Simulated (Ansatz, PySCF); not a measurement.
Species: sum formula H2GeOCl, charge -1, multiplicity 1. It need not be the lowest isomer of its formula. Whether it binds its extra electron was not tested at this geometry. 
Coordinates optimised at B3LYP-D3(BJ)/def2-TZVP (Ansatz, a quantum-chemistry and plane-wave program):
```
Ge
O 1 1.8764
H 2 0.9621 1 108.71
H 1 1.6418 2 95.73 3 -38.33
Cl 1 2.4284 4 90.20 3 -83.71
```
Charge -1, spin multiplicity 1.

Total electronic energies in hartree. Cores are frozen in the correlated levels unless marked. Spin-orbit coupling is left out. Frozen are the shells of the preceding noble gas and the d and f shells that filled before the atom's block. No relativistic terms. Basis-set limits of correlation are two-point, X^-3; Hartree-Fock from the larger set. The bracket is a focal-point correction in the basis named.

| level | program | energy (Eh) |
|---|---|---|
| HF/6-31G* | Ansatz | -2610.66485 |
| HF/def2-SVPD | Ansatz | -2610.53304 |
| revPBE-D3(BJ)/def2-TZVPD | Ansatz + dftd3 | -2613.53840 |
| BP86/def2-TZVPD | PySCF | -2614.11782 |
| r2SCAN/def2-TZVPD | Ansatz | -2613.72002 |
| B3LYP-D3(BJ)/def2-TZVPD | Ansatz + dftd3 | -2613.87253 |
| TPSSh-D4/def2-TZVPD | PySCF + dftd4 | -2613.78010 |
| r2SCAN0/def2-TZVPD | Ansatz | -2613.68239 |
| HSE06-D3(BJ)/def2-TZVPD | Ansatz + dftd3 | -2613.29291 |
| B2GP-PLYP/def2-TZVPD | Ansatz | -2612.99722 |
| MP2/6-31G* | Ansatz | -2611.05838 |
| SCS-MP2/6-31G* | Ansatz | -2611.04988 |
| SCS-MP2/def2-TZVPPD | Ansatz | -2611.59510 |
| CCSD/def2-SVP | Ansatz | -2610.94784 |
| RI-MP2/CBS(def2-TZVPPD,def2-QZVPPD)+[CCSD(T)-MP2]/def2-TZVPPD | Ansatz | -2611.7899 |

Totals of different functionals don't rank their quality; only differences between species are comparable.
